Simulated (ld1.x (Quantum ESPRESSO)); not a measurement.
# Transferability test, TM potential for Sn (Z = 50)

tin, norm-conserving Troullier–Martins (Kleinman–Bylander form), made with ld1.x (Quantum ESPRESSO) 7.5 (LDA (PZ), fully relativistic). Core [Kr] 4d10, reference 5s2 5p0 (charge +2). Waves: 5p (bound, empty): rc 2.30 bohr; 5s (bound): rc 1.55 bohr. Local part: the s channel. Core correction: Bessel-smoothed model core, default radius (core density twice the valence density).

Open shells are filled in proportion to 2j + 1 (rel_dist='average').

Energies are relative to the spin-unpolarised reference configuration 5s2 5p0; without spin polarisation the order of configurations can differ from experiment. The frozen-core shift is the all-electron ΔE with the core orbitals held at their reference shape minus the fully relaxed ΔE.

| valence configuration | charge | ΔE all-electron (eV) | error AE − PS (meV) | frozen-core shift (meV) |
| --- | --- | --- | --- | --- |
| 5s2 5p2 | 0 | -21.395 | -45 | +68 |
| 5s2 5p1 | +1 | -14.283 | -19 | +29 |
| 5s1 5p0 | +3 | 31.449 | -108 | +134 |
| 5s2 5p1.5 | +0.5 | -18.672 | -34 | +51 |
| 5s2 5p2.3 | -0.3 | -22.297 | -50 | +75 |

(1) What are ΔE and the potential's error for 5s1 5p3?

(2) What are ΔE and the potential's error for 5s1 5p2?

Levels in the configuration 5s2 5p1.5:

| level | all-electron (eV) | pseudo (eV) |
| --- | --- | --- |
| 5s j=1/2 | -14.321 | -14.264 |
| 5p j=1/2 | -7.415 | -7.383 |
| 5p j=3/2 | -6.886 | -6.861 |

Answers

(1) ΔE = -14.340 eV all-electron; the error (AE − PS) is -28 meV.

(2) ΔE = -6.569 eV all-electron; the error (AE − PS) is -14 meV.
